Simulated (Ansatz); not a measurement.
`B[SiH]([GeH3])C#N` → B• + C• + Ge• + 6 H• + N• + Si•  (atomization)

Gas-phase electronic energies from Ansatz, PBE0-D4/def2-TZVP geometries. CBS: MP2 limit from def2 TZ/QZ plus the TZ coupled-cluster correction, frozen cores. This one scheme is used for every species, atoms too. For atomizations the MP2-based limit and the directly extrapolated one differ by several kJ/mol either way, and by 10 to 25 for some Ge, Se and Sn compounds, so smaller differences from it don't rank the levels. DFT in def2-TZVPP. Open shells (•) are unrestricted, without spin–orbit coupling. Spin–orbit coupling would lower the free atoms: a little for B, C, Si; clearly for Ge. Bonds to Ge are less sure, by a few kJ/mol each and by 10 to 20 or more in all where they break to atoms, as the def2 sets lack core-valence functions. Scalar relativity is left out up to krypton.

`B[SiH]([GeH3])C#N`:

Cartesian coordinates in Å:
```
B 0.161 -1.782 -0.922
Si -0.079 0.187 -0.771
Ge 0.770 0.812 1.384
C -1.858 0.696 -0.780
N -2.969 1.003 -0.760
H 1.234 -2.216 -1.218
H -0.713 -2.539 -0.631
H 0.597 1.000 -1.813
H 2.270 0.486 1.447
H 0.031 0.032 2.479
H 0.558 2.319 1.585
```

| species | ωB97X-V energy (Eh) |
| --- | --- |
| `B[SiH]([GeH3])C#N` | -2487.54875 |
| B• | -24.65377 |
| C• | -37.84659 |
| Ge• | -2076.71856 |
| H• | -0.50049 |
| N• | -54.58629 |
| Si• | -289.31746 |

Problem. Work out ΔE.

Solution. ΔE = 6 × (-0.50049) + (-24.65377) + (-37.84659) + (-2076.71856) + (-54.58629) + (-289.31746) − (-2487.54875) = 1.42314 Eh = +893.0 kcal/mol. CCSD(T)/CBS gives +885.2 kcal/mol.

Largest T1 diagnostic among the species: 0.014.

At CCSD(T), def2-SVP lies −52.5 kcal/mol from the extrapolated value and def2-TZVPP −21.1 kcal/mol: correlation converges slowly with the basis, and small sets miss more of it in the bonded molecule than in its fragments. The D4 term adds +9.6 kcal/mol with B3LYP and +5.1 kcal/mol with PBE0; it sums over pairs of atoms, weighted by their polarisabilities, and B3LYP, whose exchange is more repulsive, gets the larger term. In def2-TZVPP, CCSD(T) changes the Hartree–Fock value by +223.6 kcal/mol (the triples alone add +14.6 kcal/mol) and MP2 by +233.0 kcal/mol; breaking electron pairs costs correlation energy, which Hartree–Fock lacks.

B3LYP here is the variant with VWN-RPA as its local correlation; programs differ in this.
